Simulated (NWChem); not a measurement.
Species: MgHOCl; SMILES [OH][Mg][Cl]

```xyz
4

Mg     0.1067     0.4183     0.0022
Cl    -0.2190    -1.7341    -0.0067
O      0.3198     2.1561     0.0132
H      0.6536     3.0419     0.0287
```
Atoms are numbered in this order, from 1.

Program: NWChem. Pople sets run with spherical d functions. Geometry: optimised at PBE0-D3(BJ)/def2-TZVP. Vzz is the largest principal value of the second derivative of the potential at the nucleus (NWChem prints the opposite sign); η is the asymmetry. Non-relativistic.

| level | Vzz Mg1 (a.u.) | η Mg1 | Vzz Cl2 (a.u.) | η Cl2 | Vzz O3 (a.u.) | η O3 |
|---|---|---|---|---|---|---|
| Hartree-Fock/6-31G* | -0.713 | 0.01 | 0.718 | 0.00 | 1.499 | 0.01 |
| Hartree-Fock/def2-TZVP | -0.987 | 0.01 | 0.727 | 0.00 | 1.428 | 0.01 |
| PBE0/6-31G* | -0.653 | 0.01 | 0.935 | 0.00 | 1.441 | 0.02 |
| PBE0/def2-TZVP | (withheld) | 0.01 | (withheld) | 0.00 | (withheld) | 0.01 |

**Question.** Fill in the missing entries.

**Answer.** 
- PBE0/def2-TZVP, Vzz Mg1 (a.u.): -0.941
- PBE0/def2-TZVP, Vzz Cl2 (a.u.): 0.896
- PBE0/def2-TZVP, Vzz O3 (a.u.): 1.393
